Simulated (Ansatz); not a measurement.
Geometry optimisation, RKS PBE0/STO-3G in Ansatz 0.2.0.

Input file:

```yaml
crystal:
  periodic: [false, false, false]
  atoms:
    - { symbol: B, position_ang: [0.0, 0.0, 0.0] }
    - { symbol: O, position_ang: [0.0, 0.0, 1.41] }
    - { symbol: H, position_ang: [-0.9095, -0.2814, 1.7471] }
    - { symbol: Cl, position_ang: [1.6108, 0.0, -0.93] }
    - { symbol: "N", position_ang: [-1.3423, 0.0, -0.775] }
    - { symbol: H, position_ang: [-2.0112, -0.8164, -0.6764] }
    - { symbol: H, position_ang: [-1.5914, 0.8164, -1.4036] }
basis:
  gaussian: { orbitals: STO-3G }
hamiltonian:
  xc: pbe0
relax:
  f_tol: 0.02
  max_steps: 40
```

Launched with:

```bash
$ ansatz run input.yaml --threads 1 --pin off --max-ram 2048MiB --backend cpu --events-out ev --progress --plain --runs-dir out
```

**Question.** Where does it end, and by what steps?

**Answer.** The forces met the threshold. Limits of this set-up: minimal basis. After 6 steps the energy has fallen by 1.274 eV; H7 moved furthest, 0.75 Å.

| step | energy less start (eV) | largest force component (eV/Å) | accepted |
| --- | --- | --- | --- |
| 0 | 0.0000 | 3.123 | yes |
| 1 | -0.7067 | 1.776 | yes |
| 2 | -0.9854 | 1.196 | yes |
| 3 | -1.1676 | 0.525 | yes |
| 4 | -1.2595 | 0.334 | yes |
| 5 | -1.2726 | 0.241 | yes |
| 6 | -1.2740 | 0.012 | yes |

```xyz
7
Properties=species:S:1:pos:R:3
B -0.084 0.008 0.008
O 0.044 -0.260 1.343
H -0.874 -0.460 1.717
Cl 1.447 0.398 -0.869
N -1.274 0.009 -0.735
H -2.209 -0.199 -0.347
H -1.293 0.222 -1.745
```

Time of the run: 11 s on 1 thread of Arm Neoverse V2, with other jobs on the host, peak memory 0.13 GiB.
